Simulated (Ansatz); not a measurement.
Start from `CO[Si]Br` and change one element to get `CO[Si]Cl`.

Ansatz, PBE0-D4/def2-TZVP geometries, multiplicity 1. Each molecule was computed in one conformer, which needn't be the lowest.

Scalar relativity is left out up to krypton.

| property | `CO[Si]Br` |
| --- | --- |
| size of the dipole moment (ωB97M-V/def2-TZVPP) / D | 1.96 |
| LUMO energy (ωB97M-V/def2-TZVPP) / eV | -0.01 |
| LUMO energy (PBE/def2-TZVPP) / eV | -2.76 |
| HOMO–LUMO gap (PBE0/def2-TZVPP) / eV | 5.32 |
| HOMO–LUMO gap (B3LYP/def2-TZVPP) / eV | 4.96 |
| LUMO energy (B3LYP/def2-TZVPP) / eV | -2.16 |

**Question.** Give the same properties after the change, and the shifts. (Estimate.)

**Answer.** Computed: 
```json
{"property": "size of the dipole moment (ωB97M-V/def2-TZVPP) / D", "`CO[Si]Cl`": "1.70", "shift": "-0.26"}
{"property": "LUMO energy (ωB97M-V/def2-TZVPP) / eV", "`CO[Si]Cl`": "0.16", "shift": "0.17"}
{"property": "LUMO energy (PBE/def2-TZVPP) / eV", "`CO[Si]Cl`": "-2.64", "shift": "0.12"}
{"property": "HOMO–LUMO gap (PBE0/def2-TZVPP) / eV", "`CO[Si]Cl`": "5.58", "shift": "0.26"}
{"property": "HOMO–LUMO gap (B3LYP/def2-TZVPP) / eV", "`CO[Si]Cl`": "5.21", "shift": "0.25"}
{"property": "LUMO energy (B3LYP/def2-TZVPP) / eV", "`CO[Si]Cl`": "-2.02", "shift": "0.14"}
```

With PBE0 the HOMO falls by 0.10 eV and the LUMO rises by 0.14 eV, so the gap widens by about 0.24 eV. PBE moves the HOMO by -0.07 eV and ωB97M-V by -0.16 eV. Dipoles are sizes alone; their direction can turn.

B3LYP here is the variant with VWN-RPA as its local correlation; programs differ in this.

Spin–orbit coupling is left out; it splits and shifts lone-pair levels of the heavy atoms by tenths of an eV.
